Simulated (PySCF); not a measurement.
Species: C6H11NOSi2.
Bonds: Si1–N2, N2–Si3, Si3–O4, O4–C5, C5–C6 (aromatic), C6–C7 (aromatic), C7–C8 (aromatic), C8–C9 (aromatic), C9–C10 (aromatic), C5–C10 (aromatic). Hydrogens: H11, H12, H13 on Si1; H14 on N2; H15, H16 on Si3; H17 on C6; H18 on C7; H19 on C8; H20 on C9; H21 on C10.

Definitions: NICS(0) = −σiso at the ring centroid; NICS(1) = −σiso and NICS(1)zz = −σzz at ±1 Å along the ring normal z. Level: GIAO PBE0/pcSseg-1 (PySCF, non-relativistic, gas phase) on the GFN2-xTB geometry, one conformer.

Ring bond lengths (Å), with Mayer bond orders in brackets: C5–C6 1.389 (1.40), C6–C7 1.383 (1.44), C7–C8 1.384 (1.44), C8–C9 1.385 (1.42), C9–C10 1.382 (1.45), C10–C5 1.393 (1.41).

Question: Give the NICS values of each ring in ppm.

Answer: 
```tsv
ring	type	NICS(0)	NICS(1), two faces	NICS(1)zz, two faces	rms pucker (Å)	centre to ring atoms, mean (Å)
C5–C6–C7–C8–C9–C10	6-membered carbocycle; formal bonds all aromatic	-9.6	-11.1 / -11.2	-27.6 / -27.6	0.00	1.39
```

Question: What do they say, and how far can they be read as aromaticity?

Answer: 
- C5–C6–C7–C8–C9–C10: mean NICS(1)zz -27.6 ppm, shielded, aromatic by this magnetic criterion (flat ring, no four-coordinate atom).

Question: And the bond-length index? Use HOMA with the parameters of Krygowski (1993).

Answer: 
- C5–C6–C7–C8–C9–C10: HOMA 1.00 = 1 − EN − GEO, with mean bond length 1.386 Å, EN = α(Ropt − mean)² = 0.001 and GEO = α × variance = 0.004. The geometric and the magnetic index point the same way.

Question: At the second NICS(1) probe listed for ring C5–C6–C7–C8–C9–C10, 1 Å off the ring, what do the in-plane components average?

Answer: The isotropic value is a third of the trace: (3 × -11.2 − (-27.6))/2 = -3.0 ppm.

Question: List the ring angles and the Hirshfeld charges of the ring atoms.

Answer: 
- C5–C6–C7–C8–C9–C10: C5 119.4° (+0.081 e), C6 120.1° (-0.073 e), C7 120.5° (-0.046 e), C8 119.5° (-0.062 e), C9 120.3° (-0.046 e), C10 120.2° (-0.069 e); sum 720.0° against 720° for a flat convex ring.

The values belong to the conformer `[SiH3:1][NH:2][SiH2:3][O:4][c:5]1[cH:6][cH:7][cH:8][cH:9][cH:10]1`: Si1–N2–Si3–O4 -178°, N2–Si3–O4–C5 -177°, Si3–O4–C5–C6 -3°.
